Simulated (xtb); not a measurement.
xtb input:

```bash
xtb mol.xyz --gfn 2 --sp --chrg 1 --uhf 0
```
mol.xyz:
```
2

Pb    -0.00000000    -0.00000000    -0.20489551
F      0.00000000     0.00000000     1.86682576
```

Task: Which total energy does the run end on?

Result: -6.60266 Eh (GFN2-xTB).

This state (charge 1, singlet) is run at the relaxed geometry of the species with charge 0 and multiplicity 2.
